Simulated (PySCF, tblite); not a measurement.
Isomers of C7H10SSi, one GFN2-xTB conformer each. Single-point energies are computed at PBE0/pcSseg-1 (PySCF, gas phase, no added dispersion term), electronic only.

```json
{"SMILES": "C=CC1=CC(C)=CS[SiH2]1", "GFN2-xTB relative energy (kcal/mol)": "15.0"}
{"SMILES": "[SiH3]Cc1ccc(S)cc1", "GFN2-xTB relative energy (kcal/mol)": "0.0"}
```

Conformers: `[CH2:1]=[CH:2][C:3]1=[CH:4][C:5]([CH3:6])=[CH:7][S:8][SiH2:9]1` with C1–C2–C3–C4 179°; `[SiH3:1][CH2:2][c:3]1[cH:4][cH:5][c:6]([SH:7])[cH:8][cH:9]1` with Si1–C2–C3–C4 91°, C5–C6–S7–H 0°.

What does PBE0/pcSseg-1 give for the same structures?

| SMILES | PBE0/pcSseg-1 E (Eh) | PBE0/pcSseg-1 (kcal/mol) | GFN2-xTB (kcal/mol) | point group |
| --- | --- | --- | --- | --- |
| [SiH3]Cc1ccc(S)cc1 | -959.78911 | 0.0 | 0.0 | – |
| C=CC1=CC(C)=CS[SiH2]1 | -959.77064 | 11.6 | 15.0 | Cs |

Both levels put the same isomer lowest. As drawn, the lower has an aromatic ring and an S–H bond, which the higher lacks; the higher has a C=C bond outside aromatic rings, which the lower lacks.

Which frontier levels, dipoles and rotational constants go with these structures?

| SMILES | HOMO (eV, PBE0/pcSseg-1) | LUMO (eV) | dipole (D) | A, B, C (MHz) |
| --- | --- | --- | --- | --- |
| [SiH3]Cc1ccc(S)cc1 | -6.14 | -0.39 | 1.44 | 3550, 508.9, 487.1 |
| C=CC1=CC(C)=CS[SiH2]1 | -5.89 | -1.79 | 1.72 | 1643, 984.1, 622.2 |

What happens when harmonic zero-point energies from GFN2-xTB frequencies are added?

```tsv
SMILES	ZPE (kcal/mol)	electronic (kcal/mol)	with ZPE (kcal/mol)
[SiH3]Cc1ccc(S)cc1	86.3	0.0	0.0
C=CC1=CC(C)=CS[SiH2]1	89.1	11.6	14.4
```

The zero-point energies span 2.8 kcal/mol. The order is unchanged.

As an exercise, what shares would exp(−E/RT) give at 2000 K from these electronic energies alone (no entropy, no degeneracies)?

RT = 3.974 kcal/mol: [SiH3]Cc1ccc(S)cc1 94.9 %, C=CC1=CC(C)=CS[SiH2]1 5.1 %.
